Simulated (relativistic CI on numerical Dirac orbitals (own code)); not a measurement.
Method of calculation: Dirac-Coulomb-Breit CI, KLI orbitals optimised for each configuration, model QED, unscaled Slater integrals (own radial code, finite nucleus).

The strongest absorption lines from the ground level of an ion, among the configurations computed and to levels below about 611 eV (vacuum wavelength in nm, gf): 2.8333 (0.14), 2.8414 (0.018), 3.5488 (0.005), 3.6136 (0.0015), 3.8848 (0.32), 3.9046 (0.13), 23.154 (0.73), 34.700 (0.0058).

Task: Which ion is it?
A. Ga19+
B. Cu17+
C. As21+
D. Cu19+

Result: B. Cu17+ has 12 electrons and the ground level 3s² ¹S0; the strongest line goes to 3s3p ¹P°1. The pattern of lines fixes the number of electrons, and along that sequence the line energies rise steadily with the charge (about as its square where n changes within one kind of shell, about linearly where n is kept but much faster in heavy ions where fine structure, which grows about as Z⁴, sets the gap, and irregularly where shells cross), which fixes Z. Configurations outside the model, such as inner-shell arrays, can give stronger lines. At this charge energies of transitions that change n are usually good to better than 1 %, and those within a shell (Δn = 0) to a few per cent.

LS names give the leading component of a level, which can be under half, so a name can repeat, a term be missing and a line seem to break the LS rules.
